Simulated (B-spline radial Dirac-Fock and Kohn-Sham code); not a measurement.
# Binding energies of Pt⁴⁴⁺ at several levels of theory

System: platinum as Pt⁴⁴⁺, 1s2 2s2 2p6 3s2 3p6 3d10 4s2 4p4.

The density-functional columns are spherical, spin-unpolarised Dirac-Kohn-Sham results without Breit or QED terms: −ε is minus the orbital energy of the initial state and ΔSCF the difference of two total energies. The reference in the last column comes from relaxed Dirac-Fock hole states (ΔSCF) with Breit and QED corrections and a finite nucleus. All numbers are from a radial atomic solver, in eV; a selection of levels is shown. For the 1s level of heavy atoms much of the gap between ΔSCF and the reference is the Breit and QED part, -418.3 eV here; for other levels the error of the functional can be larger.

```
level   LDA −ε  LDA ΔSCF  Dirac-Fock
    K  80380.8   81012.5     80606.6
   L1  15889.1   16032.6     16086.1
   L2  15332.4   15508.7     15476.8
   M1   5293.4    5353.6      5407.0
   M2   5047.9    5111.3      5140.6
   M4   4252.0    4319.4      4317.3
   M5   4166.0    4231.8      4233.0
   N1   2500.2    2531.3      2532.6
 N2,3   2308.0    2338.3      2332.3
```

Values without a named source are computed, but for edge energies of neutral atoms, which are taken from tables.
